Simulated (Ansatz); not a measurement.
Input for Ansatz (a first-principles code): R-wB97M-V/def2-TZVPP on H4OSi (SMILES O[SiH3]), atoms moved off the minimum.

Ansatz 0.2 input:
```yaml
crystal:
  periodic: [false, false, false]
  atoms:
    - {symbol: Si, position_ang: [-0.54305395, 0.10448995, 0.00693060]}
    - {symbol: O, position_ang: [1.06069014, -0.30074836, -0.18351500]}
    - {symbol: H, position_ang: [-0.76037214, 1.52664766, -0.14983863]}
    - {symbol: H, position_ang: [-1.21978646, -0.73135389, -1.06444391]}
    - {symbol: H, position_ang: [-1.01956651, -0.26875108, 1.44676769]}
    - {symbol: H, position_ang: [1.64227084, 0.13297204, 0.45640122]}
basis:
  gaussian:
    orbitals: def2-TZVPP
hamiltonian:
  xc: {name: wB97M-V}
scf: {lower_state_search: off}
output: {forces: true}
```

The log:

```
WARN ansatz: RAYON_NUM_THREADS=1 ignored (pool sized by the plan → 1); use --threads N
Functional definition: wB97M-V
these checks for a lower state are left out or cut short: stability, starts, cluster_reference, orbital_swaps, neighbouring_geometries, increment
integrals: 0.05 GiB planned
678 factors; their error is unknown
integrals: 0.08 GiB planned
163 factors; integrals over basis functions are off by at most 1.5e-5 eV
mean field: 0.48 GiB planned
mean field evaluation 1: about -9986.9897 eV, gradient 4.6e1 eV
mean field evaluation 2: about -9985.6812 eV, gradient 5.4e1 eV
mean field evaluation 4: about -9990.3347 eV, gradient 3.4e-1 eV
mean field evaluation 8: about -9990.3446 eV, gradient 7.0e-3 eV
mean field evaluation 16: about -9990.3446 eV, gradient 5.1e-6 eV
mean field -9990.34463515 eV, -367.1383936429 hartree, gradient 5.1e-6 eV, S^2 0.000000; 0 other end points of the search recorded, 0 dependent functions left out
the calculation of the forces begins
reference -9990.34467739 eV, -367.1383951953 hartree; 13, 13 occupied and 116, 116 virtual orbitals, 678 factors
Total energy: -9990.34467739 eV, -367.1383951953 hartree
Atom 0 at    -0.543054     0.104490     0.006931 Å, force    -0.132012    -1.550493     0.576050 eV/Å
Atom 1 at     1.060690    -0.300748    -0.183515 Å, force    -0.030493     0.486031     0.501300 eV/Å
Atom 2 at    -0.760372     1.526648    -0.149839 Å, force    -0.150807     0.539816    -0.168340 eV/Å
Atom 3 at    -1.219786    -0.731354    -1.064444 Å, force     0.153206     0.555684     0.645629 eV/Å
Atom 4 at    -1.019567    -0.268751     1.446768 Å, force     0.270790     0.245197    -1.201885 eV/Å
Atom 5 at     1.642271     0.132972     0.456401 Å, force    -0.110683    -0.276235    -0.352755 eV/Å
Dipole moment:     0.043770     0.205669     0.188771 e Å
Checks for a lower state left out: stability, starts, cluster_reference, orbital_swaps, neighbouring_geometries, increment
```

Self-consistency was reached.

Cost: around 4 core-seconds (rough).
